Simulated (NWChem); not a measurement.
Species: C3H9OSi, doublet; SMILES C[Si](C)(C)[O]

Computed with NWChem. Spin-unrestricted. The radical's symmetric form is orbitally degenerate, so geometry and low modes hang on which distorted state is reached. All runs use the structure optimised with PBE0/def2-SVP, spin-unrestricted. No stability test was run on the SCF state. Level: B3LYP/def2-SVP with SMD (1 M gas to 1 M solution), gas-phase geometry. Reactions with the solvent are ignored.

```json
[
 {"solvent": "water", "dielectric constant": "78.4", "solvation free energy (kcal/mol)": "-1.2", "cavity-dispersion-structure term (kcal/mol)": "4.2", "dipole in solution (D)": "3.33"},
 {"solvent": "chlorobenzene", "dielectric constant": "5.70", "solvation free energy (kcal/mol)": "-3.3", "cavity-dispersion-structure term (kcal/mol)": "-0.5", "dipole in solution (D)": "2.78"},
 {"solvent": "ethylene glycol", "dielectric constant": "40.2", "solvation free energy (kcal/mol)": "-0.6", "cavity-dispersion-structure term (kcal/mol)": "4.7", "dipole in solution (D)": "3.30"},
 {"solvent": "1-propanol", "dielectric constant": "20.5", "solvation free energy (kcal/mol)": "-3.4", "cavity-dispersion-structure term (kcal/mol)": "1.5", "dipole in solution (D)": "3.21"},
 {"solvent": "2-propanol", "dielectric constant": "19.3", "solvation free energy (kcal/mol)": "-3.6", "cavity-dispersion-structure term (kcal/mol)": "1.1", "dipole in solution (D)": "3.17"},
 {"solvent": "dimethyl sulfoxide", "dielectric constant": "46.8", "solvation free energy (kcal/mol)": "-2.4", "cavity-dispersion-structure term (kcal/mol)": "0.9", "dipole in solution (D)": "2.91"},
 {"solvent": "acetone", "dielectric constant": "20.5", "solvation free energy (kcal/mol)": "-3.7", "cavity-dispersion-structure term (kcal/mol)": "-0.4", "dipole in solution (D)": "2.91"}
]
```
